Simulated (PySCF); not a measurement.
Isomers of C5H11O2PSi2, one GFN2-xTB conformer each. Single-point energies are computed at PBE0/pcSseg-1 (PySCF, gas phase, no added dispersion term), electronic only.

Question: Rank them by PBE0/pcSseg-1 energy, lowest first (kJ/mol).
A. `[CH2:1]=[C:2]([CH3:3])[C:4](=[O:5])[C:6](=[O:7])[SiH2:8][SiH2:9][PH2:10]` with C1–C2–C4–O5 -14°, C2–C4–C6–O7 -63°, C4–C6–Si8–Si9 55°, C6–Si8–Si9–P10 156°, Si8–Si9–P10–H -167° and -74°
B. `[O:1]=[C:2]([SiH2:3][SiH2:4][PH2:5])[C:6](=[O:7])[CH:8]1[CH2:9][CH2:10]1` with O1–C2–Si3–Si4 -100°, C2–Si3–Si4–P5 167°, Si3–Si4–P5–H 73° and 166°, O1–C2–C6–O7 153°, C2–C6–C8–C9 153°

Answer: B (0.0), A (34.6).

As drawn, the lower has a three-membered ring, which the higher lacks; the higher has a C=C bond outside aromatic rings, which the lower lacks. GFN2-xTB itself gives, in the same order: 0.0, 13.5. Both levels put the same isomer lowest.

Question: Which frontier levels, dipoles and rotational constants go with these structures?

Answer: 
| SMILES | HOMO (eV, PBE0/pcSseg-1) | LUMO (eV) | dipole (D) | A, B, C (MHz) |
| --- | --- | --- | --- | --- |
| O=C([SiH2][SiH2]P)C(=O)C1CC1 | -6.90 | -2.79 | 3.12 | 1964, 346.5, 320.2 |
| C=C(C)C(=O)C(=O)[SiH2][SiH2]P | -6.72 | -3.02 | 3.60 | 1795, 414.4, 365.2 |
